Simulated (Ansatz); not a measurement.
```yaml
crystal:
  periodic: [false, false, false]
  atoms:
    - {symbol: C, position_ang: [-0.677986, 0.960896, 0.314563]}
    - {symbol: C, position_ang: [0.335920, -0.142436, 0.583068]}
    - {symbol: Cd, position_ang: [0.761317, -1.377831, -1.075945]}
    - {symbol: Cl, position_ang: [1.224928, -2.723487, -2.879832]}
    - {symbol: H, position_ang: [-1.646972, 0.563754, 0.003813]}
    - {symbol: H, position_ang: [-0.850473, 1.559783, 1.215657]}
    - {symbol: H, position_ang: [-0.343392, 1.647102, -0.466710]}
    - {symbol: H, position_ang: [1.292443, 0.272996, 0.908928]}
    - {symbol: H, position_ang: [-0.007386, -0.806978, 1.379458]}
basis:
  gaussian: {orbitals: def2-mTZVPP, fitting: {mean_field: cc-pVTZ-jkfit}}
magnetization: {spin_polarized: false, initial_magnetization: 2}
hamiltonian: {xc: {name: revPBE0}, dispersion: d3bjatm}
output: {forces: true}
```

```sh
$ ansatz run in.yaml --threads 4 --pin off --events-out ev --progress --plain --max-ram 10444MiB
```

Task: How does Ansatz answer? (Estimate.)

Result: Ansatz gave: The input was rejected before any iteration.
```
Functional definition: revPBE0
Error: <dir> the basis set cc-pVTZ-JKFIT has no functions for Cd
```
